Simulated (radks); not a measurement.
Ru2+, 42 electrons, occupied as [Kr] 4d6 (the NIST ground configuration).

Calculated with a radial shooting solver on a logarithmic mesh with Libxc functionals: Dirac Kohn-Sham, PBEsol, spin-unpolarised, spherical densities, finite nucleus; open shells fill j = l - 1/2 first; Fermi nuclear charge, rms radius 4.4809 fm.

Energy parts (hartree):
| part | energy |
|---|---|
| total | -4528.23056 |
| kinetic | 4711.72007 |
| electron-nucleus | -10926.35413 |
| Hartree | 1817.14608 |
| exchange-correlation | -130.74257 |

Orbitals (lengths in bohr, moments of r in powers of bohr; r(90%) holds 90 % of the orbital's charge):
| orbital | occ. | eigenvalue (hartree) | <r> | r(90%) | <r^4> | <1/r> |
|---|---|---|---|---|---|---|
| 1s1/2 | 2 | -805.9991 | 0.03345 | 0.0600 | 5.918e-06 | 45.86 |
| 2s1/2 | 2 | -116.5034 | 0.1454 | 0.225 | 0.001076 | 10.49 |
| 2p1/2 | 2 | -107.7277 | 0.1236 | 0.202 | 0.0007087 | 10.47 |
| 2p3/2 | 4 | -102.9209 | 0.1284 | 0.209 | 0.0008024 | 9.918 |
| 3s1/2 | 2 | -21.11810 | 0.4027 | 0.595 | 0.05329 | 3.623 |
| 3p1/2 | 2 | -17.71352 | 0.3959 | 0.598 | 0.05410 | 3.525 |
| 3p3/2 | 4 | -16.89770 | 0.4065 | 0.613 | 0.05989 | 3.392 |
| 3d3/2 | 4 | -10.86539 | 0.3822 | 0.609 | 0.05858 | 3.215 |
| 3d5/2 | 6 | -10.70638 | 0.3857 | 0.614 | 0.06052 | 3.181 |
| 4s1/2 | 2 | -3.53798 | 1.016 | 1.48 | 2.066 | 1.355 |
| 4p1/2 | 2 | -2.52075 | 1.101 | 1.63 | 3.037 | 1.234 |
| 4p3/2 | 4 | -2.39463 | 1.131 | 1.67 | 3.387 | 1.194 |
| 4d3/2 | 4 | -0.89240 | 1.517 | 2.39 | 14.21 | 0.8797 |
| 4d5/2 | 2 | -0.87868 | 1.533 | 2.42 | 14.82 | 0.8698 |
| 5s1/2 | 0 | -0.69672 | 2.737 | 3.97 | 106.0 | 0.4712 |
| 5p1/2 | 0 | -0.49752 | 3.256 | 4.75 | 216.2 | 0.3924 |
| 5p3/2 | 0 | -0.48441 | 3.331 | 4.86 | 235.7 | 0.3828 |

The highest occupied level is 4d5/2 at -23.910 eV. Summed over all electrons, <r^2> = 31.03 bohr^2, which gives a Langevin (diamagnetic) susceptibility term of -24.6 x 10^-6 cm^3/mol. The density falls to 0.001 e/bohr^3 at r = 3.48 bohr. For comparison, the ionisation energy in NIST's Atomic Spectra Database is 28.470 eV (semi-empirical). In exact Kohn-Sham theory the highest level is minus the ionisation energy, but local and semilocal functionals leave it too shallow, through self-interaction and a potential that decays too fast; potentials with the right tail come closer.

Beside tabulated values, note that spin-unpolarised runs miss the spin-polarisation part of the exchange energy of open shells.
